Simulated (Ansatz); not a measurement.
Start from `[OH][SnH2][Br]` and change one atom or group to get `[Br][SnH3]`.

Ansatz, PBE0-D4/def2-TZVP geometries, multiplicity 1. Each molecule was computed in one conformer, which needn't be the lowest.

Elements past krypton have def2 core potentials. Scalar relativity is left out up to krypton. Spin–orbit coupling is left out; it splits and shifts lone-pair levels of the heavy atoms by tenths of an eV.

```
                                      property  `[OH][SnH2][Br]`
           HOMO–LUMO gap (PBE/def2-TZVPP) / eV              5.05
size of the dipole moment (PBE/def2-TZVPP) / D              1.62
             LUMO energy (PBE/def2-TZVPP) / eV             -1.99
          HOMO–LUMO gap (PBE0/def2-TZVPP) / eV              7.25
            LUMO energy (PBE0/def2-TZVPP) / eV             -1.09
         HOMO–LUMO gap (B3LYP/def2-TZVPP) / eV              6.67
```

Q: Give the same properties after the change, and the shifts. (Estimate.)

A: The calculation gave: 
| property | `[Br][SnH3]` | shift |
| --- | --- | --- |
| HOMO–LUMO gap (PBE/def2-TZVPP) / eV | 4.99 | -0.06 |
| size of the dipole moment (PBE/def2-TZVPP) / D | 2.20 | 0.58 |
| LUMO energy (PBE/def2-TZVPP) / eV | -1.91 | 0.08 |
| HOMO–LUMO gap (PBE0/def2-TZVPP) / eV | 7.08 | -0.17 |
| LUMO energy (PBE0/def2-TZVPP) / eV | -1.08 | 0.01 |
| HOMO–LUMO gap (B3LYP/def2-TZVPP) / eV | 6.55 | -0.12 |

The zero-point energy changes by -17.4 kJ/mol with -3 modes. Dipoles are sizes alone; their direction can turn.

B3LYP here is the variant with VWN-RPA as its local correlation; programs differ in this.
